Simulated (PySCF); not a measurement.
## Diatomics of Se with group 8

MP2 with triple-zeta basis sets in PySCF, for the lowest determinant that a PBE0 search found; no spin–orbit coupling. De refers to high-spin ground-configuration atoms.

| M | basis | reference, frozen orbitals | state (unpaired electrons) | Re (Å) | ωe (cm⁻¹) | De (eV) |
| --- | --- | --- | --- | --- | --- | --- |
| Fe | def2-TZVPP | ROHF, 14 | quintet (σ ↑, π ↑↑, δ ↑) | 2.169 | 361 | n/a |
| Ru | def2-TZVPP | ROHF, 9 | quintet (σ ↑, π ↑↑, δ ↑) | 2.125 | 425 | n/a |
| Os | def2-TZVPP | ROHF, 9 | quintet (π ↑↑, δ ↑↑) | 2.145 | 418 | n/a |

The shortest bond is that of RuSe (2.125 Å), the longest that of FeSe (2.169 Å).

The state changes along the series, so neighbouring rows are not always alike in their bonding.

Correlated steps freeze the inner cores (9 to 14 orbitals); shallow outer-core shells are correlated. Spin–orbit coupling is left out, which matters for elements this heavy, above all for dissociation energies. The state is the lowest single determinant that the PBE0 search found; with open d or f shells the true ground state can be another one.
